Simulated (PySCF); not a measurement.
The vertical singlet excitations below were computed for one of the candidates. Computed with TDDFT B3LYP/def2-SVPD, vertical, gas phase, core orbitals frozen in the response (PySCF 2.14.0, density-fitted response routines). Geometries: GFN2-xTB, one conformer each.

```json
{"state": "S1", "E (eV)": "5.60", "f": "0.0014"}
{"state": "S2", "E (eV)": "5.63", "f": "0.0082"}
{"state": "S3", "E (eV)": "6.23", "f": "0.0051"}
{"state": "S4", "E (eV)": "6.34", "f": "0.0030"}
{"state": "S5", "E (eV)": "6.42", "f": "0.0087"}
{"state": "S6", "E (eV)": "6.45", "f": "0.0004"}
{"state": "S7", "E (eV)": "6.56", "f": "0.0009"}
{"state": "S8", "E (eV)": "6.64", "f": "0.021"}
```

Orbital energies (eV): HOMO-3 -9.58, HOMO-2 -7.34, HOMO-1 -7.21, HOMO -6.79, LUMO -0.20, LUMO+1 0.29, LUMO+2 0.38.

Question: Which structure fits? All have the formula C4H10N2OSi.
A. `CO[C@@H]1C=NN(C1)[SiH3]`
B. `O=C1C[C@H](N[SiH3])CN1`
C. `C=CC(=O)N[Si@@H](C)N`

Answer: B. Its S1, at 5.60 eV, is the highest among the candidates; the nearest of the others has S1 at 5.19 eV. S1 is HOMO→LUMO+1 (49%), HOMO-1→LUMO+1 (20%), HOMO→LUMO (11%). Löwdin shares by element: HOMO nitrogen 35% or more, oxygen 25%, carbon 7% or more, silicon 6% (atoms not listed hold the other 26%); LUMO silicon 29%, hydrogen 23% or more (atoms not listed hold the other 47%). At the same level the other candidates give, for their lowest levels:
- `CO[C@@H]1C=NN([SiH3])C1`: 5.19 eV (f 0.019); 5.26 eV (f 0.177); 5.72 eV (f 0.014); 6.01 eV (f 0.006); 6.02 eV (f 0.004); T1 3.62 eV; HOMO -6.03, LUMO -0.25 eV
- `C=CC(=O)N[Si@@H](C)N`: 4.51 eV (f 0.000); 4.94 eV (f 0.000); 5.57 eV (f 0.054); 6.34 eV (f 0.458); 6.43 eV (f 0.024); T1 3.97 eV; HOMO -7.09, LUMO -1.47 eV
Triplets come from the Tamm–Dancoff approximation.
